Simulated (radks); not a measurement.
Species: Ge14+. Configuration: [Ne] 3s2 3p5 3d1 (not the ground configuration).

All-electron calculation, scalar-relativistic Kohn-Sham, r2SCAN, spin-polarised, spherical densities, finite nucleus; open shells are filled with parallel spins first; meta-GGA in the generalised Kohn-Sham scheme; Fermi nuclear charge, rms radius 4.0742 fm. Program: a radial shooting solver on a logarithmic mesh with Libxc functionals.

Energy parts (eV):
part                       energy
total                  -54555.530
kinetic                 55611.114
electron-nucleus      -122825.809
Hartree                 14423.255
exchange-correlation    -1764.090

Orbitals (lengths in bohr, moments of r in powers of bohr; <r^-3> diverges for s and p1/2; r(90%) holds 90 % of the orbital's charge):
orbital  occ.  eigenvalue (eV)      <r>  <r^-3>  r(90%)     <r^2>
1s up       1        -11460.67  0.04702       -  0.0840  0.002976
1s down     1        -11459.27  0.04702       -  0.0840  0.002976
2s up       1        -1852.273   0.2087       -   0.322   0.05131
2s down     1        -1849.597   0.2085       -   0.322   0.05118
2p up       3        -1677.605   0.1827    1002   0.298   0.04079
2p down     3        -1674.728   0.1825    1003   0.297   0.04069
3s up       1        -570.9688   0.5539       -   0.808    0.3490
3s down     1        -563.7892   0.5563       -   0.812    0.3521
3p up       3        -514.5400   0.5502   189.8   0.818    0.3488
3p down     2        -507.2161   0.5528   187.5   0.823    0.3522
3d up       1        -428.5772   0.5132   25.67   0.795    0.3077
3d down     0        -421.2892   0.5149   25.68   0.799    0.3102

The highest occupied level is 3d up at -428.58 eV. The electron density at the nucleus is 3.218e+04 e/bohr^3 (large components only). The density falls to 0.001 e/bohr^3 at r = 1.49 bohr.
